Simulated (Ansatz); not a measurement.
C2H7NSi can be A, `CN(C)[SiH]`, or B, `C=CN[SiH3]`.

Isolated molecules relaxed with PBE0-D4/def2-TZVP in Ansatz; ΔE leaves out vibrations. CCSD(T)/CBS adds triple-zeta CCSD(T) − MP2 to the extrapolated MP2 energy (def2 sets, frozen cores). This one scheme is used for every species. Functionals use def2-TZVPP. B3LYP here is the variant with VWN-RPA as its local correlation; programs differ in this. Each species was taken in one conformer, which may not be the lowest.

**Question.** Which is lower in electronic energy at CCSD(T)/CBS, and by how much? (An estimate is asked.)

**Answer.** Ansatz gave: B, by 63.5 kJ/mol.

**Question.** Give E(B) − E(A) in kJ/mol with r2SCAN-D4, B3LYP, BLYP-D4, CCSD/def2-TZVPP, ωB97M-V, PBE-D4, LDA (SPW92). (An estimate is asked.)

**Answer.** Computed: r2SCAN-D4 -74.0, B3LYP -70.1, BLYP-D4 -60.4, CCSD/def2-TZVPP -60.3, ωB97M-V -58.4, PBE-D4 -54.8, LDA (SPW92) -48.1. None reverses the order clearly.

**Question.** Does the order hold for the free energy at 298.15 K (harmonic terms from PBE0-D4)? (An estimate is asked.)

**Answer.** The calculation gave: Yes: G(B) − G(A) = -83.4 kJ/mol, for one conformer each.

Largest T1 diagnostic: 0.015.

From PBE to PBE0 (25 % exact exchange), in def2-TZVPP and without D4, E(B) − E(A) moves by −5.0 kJ/mol. In def2-TZVPP, CCSD(T) changes the Hartree–Fock value by +33.3 kJ/mol (the triples alone add +2.1 kJ/mol) and MP2 by +26.3 kJ/mol.
